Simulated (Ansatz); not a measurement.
# One reagent, a row of partners

Four-centre ligand exchange: GaH₃S ([SH][GaH2]) meets different reagents, and the same bond of it breaks. Each row is one chosen step, not always the lowest open to these reactants.

Gas-phase electronic energies, without zero-point energy, by CCSD(T) at an estimated basis limit (MP2 extrapolated from triple and quadruple zeta, plus CCSD(T) − MP2 in triple zeta); Ansatz 0.2.0, def2-TZVPP and QZVPP, frozen cores, on PBE0-D4/def2-TZVP structures. Extrapolation: Hartree–Fock as exp(−7.88 √X), correlation as X^−2.97. All energies, in kJ/mol, count from the separated reactants, without counterpoise correction; the start and end structures are the complexes reached by relaxing down from the saddle, and deeper ones may exist. Brackets give SMILES, or, where every atom is bracketed, only which atoms are joined. Steps whose reference was doubtful or whose search ended elsewhere are left out.

| reactants | products | broken | formed | start structure | saddle | end structure | saddle by PBE0-D4/TZ |
| --- | --- | --- | --- | --- | --- | --- | --- |
| GaH₃S ([SH][GaH2]) + H₂O₂ ([OH][OH]) | GaH₃O₂ ([OH][O][GaH2]) + H₂S, still joined by a dative Ga–S bond | Ga–S, H–O | Ga–O, H–S | -51.4 | 16.4 | -16.0 | 8.7 |
| GaH₃S ([SH][GaH2]) + AsH₃ | GaAsH₄ ([GaH2][AsH2]) + H₂S, still joined by a dative Ga–S bond | As–H, Ga–S | As–Ga, H–S | -37.6 | 76.7 | -6.2 | 58.2 |
| GaH₃S ([SH][GaH2]) + H₂O | GaH₃O ([OH][GaH2]) + H₂S, still joined by a dative Ga–S bond | Ga–S, H–O | Ga–O, H–S | -58.4 | 21.0 | 0.0 | 9.9 |
| GaH₃S ([SH][GaH2]) + PH₃ | GaPH₄ ([PH2][GaH2]) + H₂S, still joined by a dative Ga–S bond | Ga–S, H–P | Ga–P, H–S | -46.4 | ? | 10.9 | 68.4 |

What is the height of the saddle for GaH₃S ([SH][GaH2]) + PH₃? (To be estimated.)

The calculation gives: 91.2 kJ/mol relative to the separated reactants, the highest of the series; above its start structure the barrier is 91.2 − (-46.4) ≈ 137.6 kJ/mol.

How do the PBE0-D4 saddles lie against the coupled-cluster estimate?

All lower, by 7.7 to 22.8 kJ/mol.

No T1 diagnostic of these runs exceeds 0.015. The filled d shells of As, Ga are correlated in sets not built for that, so values that involve them are less sure.

For scale, one of the runs: CCSD(T)/def2-TZVPP, 222 basis functions, launched by `ansatz run in.yaml --threads 4 --pin off --events-out ev --progress --plain --max-ram 9574MiB`. Hardware: 4 CPU threads of an Arm Neoverse V2, shared host. Wall time 110 s; peak host memory 3.5 GiB.
